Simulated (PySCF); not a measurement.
# Absolute configuration from chiroptical data

Method: PySCF, TDDFT B3LYP/def2-SVPD circular dichroism and optical rotation, one conformer, gas phase. Geometry: GFN2-xTB.

States above about 6.9 eV lie in this functional's continuum (it starts at minus the energy of the highest occupied orbital, well below the true ionisation energy for most functionals) and depend on the basis.

Values for one enantiomer of C$_{5}$H$_{5}$F$_{3}$S, R in 10⁻⁴⁰ esu² cm² (velocity form):
| λ (nm) | f | R |
| --- | --- | --- |
| 250 | 0.0007 | +7.2 |
| 199 | 0.025 | -7.0 |
| 194 | 0.004 | -2.2 |
| 180 | 0.020 | +10.4 |
| 176 | 0.005 | -0.7 |
| 171 | 0.021 | -17.6 |
| 167 | 0.008 | +2.3 |
| 164 | 0.018 | -5.5 |

[α] at 589.3 nm: +69 deg dm⁻¹ (g/mL)⁻¹ (origin-invariant length gauge).

Question: Which structure gives these signs?
A. F[C@H]1S[C@@H]2C[C@H]1C2(F)F
B. F[C@@H]1S[C@H]2C[C@@H]1C2(F)F

Answer: A. Its CIP labels in SMILES order are S, R, S; the other enantiomer gives every sign reversed.

The signs above follow by mirror symmetry from the run on the other enantiomer. Geometry of F[C@@H]1S[C@H]2C[C@@H]1C2(F)F as run:
```xyz
14

F     2.339    0.846    0.501
C     1.101    1.058   -0.012
S    -0.139    1.436    1.310
C    -1.037   -0.039    0.727
C    -0.991    0.113   -0.802
C     0.511   -0.195   -0.644
C     0.084   -1.069    0.551
F     0.940   -1.306    1.557
F    -0.372   -2.289    0.170
H     1.179    1.907   -0.698
H    -1.938   -0.249    1.289
H    -1.253    1.088   -1.203
H    -1.528   -0.678   -1.321
H     1.103   -0.624   -1.447
```
